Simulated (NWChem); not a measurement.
SiHOCl$_{2}$F; SMILES Cl[Si](F)(Cl)O

```xyz
6

O     -1.3117    -0.1792    -1.3036
Si    -0.3428    -0.0333    -0.0021
F     -1.2049     0.0242     1.3520
Cl     0.8532    -1.6644     0.0652
Cl     0.7542     1.6836    -0.0619
H     -1.8494     0.5765    -1.5614
```
Atoms are numbered in this order, from 1.

Computed with NWChem. The geometry was optimised at PBE0/def2-SVP. Level: PBE0/def2-SVP with SMD (1 M gas to 1 M solution), gas-phase geometry. Reactions with the solvent are ignored.

Task: Predict the results for solvent n-hexane. Quantities: solvation free energy (kcal/mol); cavity-dispersion-structure term (kcal/mol); dipole in solution (D).

Result: 
* **solvation free energy (kcal/mol)**: -3.9
* **cavity-dispersion-structure term (kcal/mol)**: -2.2
* **dipole in solution (D)**: 2.03
